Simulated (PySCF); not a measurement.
# Vibration and rotation of KB⁺

UHF-CCSD(T) constants of KB⁺, ²Σ⁺ (doublet), unpaired electrons σ ↑ (basis K def2-SVPD, B def2-SVPD; no relativity; PySCF 2.14; masses 38.9637 and 11.0093 u):

* ωe: 132.6 cm⁻¹
* ωexe: 1.99 cm⁻¹
* Be: 0.16462 cm⁻¹
* αe: 0.00330 cm⁻¹
* De to K⁺ + B: 0.316 eV

Problem. What force constant and bond length do these constants imply?

Solution. Reduced mass μred = 8.5839 u; k = 5.8918×10⁻⁷·μred·ωe² (u, cm⁻¹, mdyn/Å) = 0.0889 mdyn/Å; Re = √(16.8576/(μred·Be)) (u, cm⁻¹, Å) = 3.454 Å.

Problem. Estimate the centrifugal constant D from the Kratzer relation and find the Dunham coefficient a1.

Solution. D = 4Be³/ωe² = 1.01e-06 cm⁻¹; a1 = −1 − αeωe/(6Be²) = -3.69.

Correlated steps freeze 6 core orbitals. The bond is weak. Basis-set superposition, not corrected here, can be much of De in a small basis, most of all at correlated wavefunction levels. For an ion De counts to the pair picked by the measured ionisation energies or electron affinities, which need not be the lowest pair at this level. The state was picked by a PBE0 search and need not be the measured ground state.
